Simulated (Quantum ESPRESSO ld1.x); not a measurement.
Results of a calculation; reference values are marked as such.
Problem. The aim is the strontium ion Sr+ in [Kr] 5s1. This ld1.x (Quantum ESPRESSO 7.5) run was made with `OMP_NUM_THREADS=1 ld1.x < ld1.in > ld1.out`. Can the result be used? Name any fault.

```
 &input
    zed=38.0,
    iswitch=1,
    rel=0,
    lsd=1,
    dft='PW',
    config='[Kr] 5s1',
    verbosity='high',
    xmin=-14.0,
    prefix='ld1',
    max_out_wfc=37,
    file_charge='ld1.rho',
 /
```

Output (excerpt):

```
     Program LD1 v.7.5 starts

     Message from routine scf:
     warning: convergence not achieved
     --------------------------- All-electron run ----------------------------

     atomic number is 38.00
     dft =PW   lsd =1 sic =0 latt =0  beta=0.20 tr2=1.0E-14
     Exchange-correlation= PW
                           (   1   4   0   0   0   0   0)
     mesh =2781 r(mesh) =  99.72474 a.u. xmin =-14.00 dx = 0.00800
     1 Ry =  13.60569312 eV

     n l     nl                  e(Ry)          e(Ha)          e(eV)
     1 0     1S 1( 1.00)   -1146.209537996    -573.104768998 -15594.9752286
     2 0     2S 1( 1.00)    -153.451645295     -76.725822648  -2087.8159951
     2 1     2P 1( 3.00)    -139.959920272     -69.979960136  -1904.2517247
     3 0     3S 1( 1.00)     -24.010485675     -12.005242838   -326.6792998
     3 1     3P 1( 3.00)     -19.071047777      -9.535523888   -259.4748236
     4 0     4S 1( 1.00)      -3.374551465      -1.687275733    -45.9131117
     4 1     4P 1( 3.00)      -2.151208272      -1.075604136    -29.2686796
     3 2     3D 1( 5.00)     -10.094321599      -5.047160800   -137.3402420
     5 0     5S 1( 1.00)      -0.641895187      -0.320947594     -8.7334289
     1 0     1S 2( 1.00)   -1146.208297216    -573.104148608 -15594.9583470
     2 0     2S 2( 1.00)    -153.450754111     -76.725377056  -2087.8038699
     2 1     2P 2( 3.00)    -139.959069512     -69.979534756  -1904.2401496
     3 0     3S 2( 1.00)     -24.008979367     -12.004489684   -326.6588055
     3 1     3P 2( 3.00)     -19.069482194      -9.534741097   -259.4535227
     4 0     4S 2( 1.00)      -3.368805988      -1.684402994    -45.8349405
     4 1     4P 2( 3.00)      -2.142498466      -1.071249233    -29.1501766
     3 2     3D 2( 5.00)     -10.092663077      -5.046331539   -137.3176766
     5 0     5S 2( 0.00)      -0.584807210      -0.292403605     -7.9567074

     final scf error:  1.3E-14 reached in 201 iterations

     Etot =   -6258.450876 Ry,   -3129.225438 Ha,  -85150.562049 eV
     Total magnetization:    1.00 Bohr mag.

     Ekin =    6253.586925 Ry,    3126.793462 Ha,   85084.384616 eV
     Encl =  -14913.351024 Ry,   -7456.675512 Ha, -202906.477469 eV
     Eh   =    2600.508395 Ry,    1300.254197 Ha,   35381.719180 eV
     Exc  =    -199.195172 Ry,     -99.597586 Ha,   -2710.188377 eV
```

Solution. Yes, it can be used (usable despite the warning). The line at issue: xmin=-14.0. The mesh starts very near the nucleus, where rounding noise keeps the residual above the threshold; the energy differs from the sound run by less than 1e-5 hartree. The sound input gives -3129.2254 hartree.
